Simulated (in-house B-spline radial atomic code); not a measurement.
Spin-orbit splittings of orbital energies (j = l + 1/2 less j = l - 1/2) and ratios of mean radii (lower j over upper j) along the 9-electron series, configuration [He] 2s2 2p5. Computed with a radial B-spline atomic code at the basis-set limit: Dirac-Hartree-Fock, average of the configuration, finite nuclei.

```csv
ion,Z,splitting of 2p (eV),radius ratio of 2p
Ta64+,73,1335.32,0.89614
W65+,74,1421.46,0.89293
Re66+,75,?,?
Os67+,76,?,?
Ir68+,77,1708.05,0.8829
Pt69+,78,1813.69,0.87942
```

(1) Fill in the row of Re66+.

(2) Fill in the row of Os67+.

(3) With what power of Z does the column «splitting of 2p (eV)» change over this range?

## Answers

(1) splitting of 2p (eV): 1512.15; radius ratio of 2p: 0.88965.

(2) splitting of 2p (eV): 1607.61; radius ratio of 2p: 0.88631.

(3) A fit of the logarithm of its size against log Z from Z = 73 to 78 has slope 4.62. An unscreened hydrogenic electron would give 4 at low Z; screening makes the apparent power larger near the neutral end, and relativity raises it again at high Z.
